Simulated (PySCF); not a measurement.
Simulated Cl 2p region for Ge(GeH3)2Cl2 (`[Cl][Ge]([Cl])([GeH3])[GeH3]`), binding energy against the vacuum level.

Every computed line was given a Gaussian of 0.8 eV full width at half maximum and an area set by the number of equivalent atoms (split 2:1 within a doublet); the highest printed point is 100. Method: delta-SCF UKS SCAN, pcX-2 on the ionised atom, pcseg-1 elsewhere, spin-free X2C in PySCF 2.14.0.

binding energy (eV), intensity and a bar:
```
    204.2          0 
    204.3          1 
    204.4          3 #
    204.5          6 ##
    204.6         11 ###
    204.7         20 ######
    204.8         33 ##########
    204.9         48 ##############
    205.0         66 ####################
    205.1         83 #########################
    205.2         95 ############################
    205.3        100 ##############################
    205.4         97 #############################
    205.5         85 ##########################
    205.6         69 #####################
    205.7         52 ###############
    205.8         35 ###########
    205.9         22 #######
    206.0         14 ####
    206.1          9 ###
    206.2          7 ##
    206.3          9 ###
    206.4         13 ####
    206.5         20 ######
    206.6         28 ########
    206.7         37 ###########
    206.8         45 #############
    206.9         49 ###############
    207.0         50 ###############
    207.1         46 ##############
    207.2         39 ############
    207.3         31 #########
    207.4         22 #######
    207.5         14 ####
    207.6          9 ###
    207.7          5 #
    207.8          2 #
    207.9          1 
    208.0          0 
    208.1          0
```

Count the maxima, the lines and the sites behind this envelope.

The curve has 2 maxima (at 205.3 and 207.0 eV). Under it lie 2 lines from 1 inequivalent chlorine site, drawn as a 2p3/2, 2p1/2 pair.

Decompose the envelope and assign each component. Bonds: Ge1–Ge2, Ge1–Ge6, Ge1–Cl10, Ge1–Cl11. Hydrogens: H3, H4, H5 on Ge2; H7, H8, H9 on Ge6.

```csv
position (eV),relative area,line,atoms,environment
205.31,1.33,Cl 2p3/2,Cl10/Cl11,chlorine bonded to Ge
206.96,0.67,Cl 2p1/2,Cl10/Cl11,chlorine bonded to Ge
```

Shake-up satellites, vibrational structure and lifetime widths aren't simulated. Topologically equivalent atoms share the value of their first member; where this conformer doesn't relate them by symmetry, their own values could differ. Spin–orbit coupling isn't in the SCF: each 2p doublet comes from a relaxed spin-free hole plus a matrix of the shell (mean-field spin–orbit coupling and the ground-state 2p splitting), with 2p3/2 averaged over its two sublevels. 2p1/2 minus 2p3/2 (ligand field included): Cl 1.65 eV. Isolated species at its PBE0-D3(BJ)/def2-SVP geometry, gas phase.
